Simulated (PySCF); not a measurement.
1,1,1-trifluoropropane (C3H5F3), SMILES CCC(F)(F)F. Atoms are numbered in the order given.

```xyz
11

C     -0.0905    -2.0822     0.0000
C      0.8036    -0.8443     0.0000
C      0.0219     0.4498     0.0000
F     -0.7744     0.5562     1.0852
F      0.8407     1.5206     0.0000
F     -0.7744     0.5562    -1.0852
H     -0.7351    -2.0989    -0.8912
H     -0.7351    -2.0989     0.8912
H      0.5225    -2.9948     0.0000
H      1.4555    -0.8220    -0.8868
H      1.4555    -0.8220     0.8868
```

Geometry optimised at TPSSh-D3(BJ)/def2-SVP.

These are TPSSh-D3(BJ)/def2-SVP run with PySCF values and carry that method's errors.

Harmonic, unscaled wavenumbers; measured fundamentals usually lie a few per cent lower.

Computed normal modes with their intensities:
| mode | ν (cm⁻¹) | IR (km/mol) | Raman (Å⁴/amu) | depolarisation | moving atoms (share of kinetic energy) |
|---|---|---|---|---|---|
| 1 | 102 | 0.1 | 0.1 | 0.75 | H 37 %, C 33 %, F 30 % |
| 2 | 218 | 1.1 | 0.1 | 0.48 | F 47 %, C 35 %, H 19 % |
| 3 | 221 | 0.1 | 0.0 | – | H 86 %, F 11 % |
| 4 | 364 | 0.4 | 0.2 | 0.75 | F 54 %, H 28 %, C 17 % |
| 5 | 405 | 4.7 | 1.3 | 0.43 | F 59 %, C 30 %, H 11 % |
| 6 | 533 | 1.0 | 0.7 | 0.75 | F 83 %, H 9 %, C 8 % |
| 7 | 544 | 6.8 | 1.8 | 0.48 | F 73 %, C 21 % |
| 8 | 619 | 9.2 | 1.3 | 0.75 | F 53 %, C 33 %, H 14 % |
| 9 | 794 | 0.0 | 0.1 | 0.75 | H 81 %, C 13 % |
| 10 | 809 | 0.2 | 6.1 | 0.01 | F 67 %, C 21 %, H 12 % |
| 11 | 991 | 28.5 | 4.3 | 0.67 | H 59 %, C 34 % |
| 12 | 1034 | 97.2 | 3.8 | 0.75 | H 52 %, C 30 %, F 18 % |
| 13 | 1083 | 30.5 | 3.3 | 0.29 | C 62 %, H 32 % |
| 14 | 1200 | 230.4 | 1.5 | 0.64 | C 70 %, F 16 %, H 14 % |
| 15 | 1210 | 99.5 | 1.1 | 0.75 | C 56 %, H 38 % |
| 16 | 1276 | 165.6 | 0.2 | 0.63 | C 66 %, H 24 %, F 10 % |
| 17 | 1320 | 82.0 | 4.9 | 0.75 | H 64 %, C 33 % |
| 18 | 1402 | 66.5 | 0.3 | 0.75 | C 50 %, H 48 % |
| 19 | 1414 | 2.1 | 1.4 | 0.75 | H 71 %, C 29 % |
| 20 | 1472 | 4.3 | 15.7 | 0.75 | H 92 %, C 8 % |
| 21 | 1489 | 3.6 | 15.9 | 0.75 | H 97 % |
| 22 | 1506 | 20.8 | 7.8 | 0.75 | H 92 % |
| 23 | 3050 | 16.4 | 120.8 | 0.01 | H 97 % |
| 24 | 3069 | 10.7 | 104.7 | 0.10 | H 94 % |
| 25 | 3120 | 1.5 | 112.9 | 0.75 | H 90 %, C 10 % |
| 26 | 3141 | 15.3 | 70.0 | 0.71 | H 90 %, C 10 % |
| 27 | 3144 | 19.8 | 12.4 | 0.75 | H 90 %, C 10 % |
